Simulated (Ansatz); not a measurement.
ClH7O2Si3 (`[SiH3]O[SiH](Cl)O[SiH3]`) from Hartree–Fock to CCSD(T)

Z-matrix (Å, degrees):
```
Si
O 1 1.644
H 1 1.483 2 109.9
H 1 1.485 2 109.9 3 120.7
H 1 1.482 2 107.5 3 -119.8
Si 2 1.613 1 145.4 3 -67.9
O 6 1.613 2 111.3 1 -88.3
Cl 6 2.054 2 108.6 1 31.4
H 6 1.467 2 109.6 1 150.6
Si 7 1.644 6 146.0 2 78.8
H 10 1.483 7 109.9 6 67.1
H 10 1.485 7 109.8 6 -53.5
H 10 1.482 7 107.6 6 -173.1
```

The species carries charge 0 and has multiplicity 1. The geometry is a stationary point of PBE0-D4/def2-TZVP. It is one conformer, not always the lowest. Frozen core, restricted reference, Ansatz 0.2.0. CBS rows extrapolate triple and quadruple zeta; past MP2 they add the triple-zeta difference.

| basis | HF (Eh) | MP2 corr. | CCSD corr. | (T) | CCSD(T) total |
| --- | --- | --- | --- | --- | --- |
| def2-TZVPP | -1480.48153 | -1.01874 | -1.08407 | -0.03864 | -1481.60424 |
| def2-QZVPP | -1480.53096 | -1.10537 | – | – | – |
| CBS(def2) | -1480.53777 | -1.16955 | -1.23489 | as TZ | -1481.81130 |
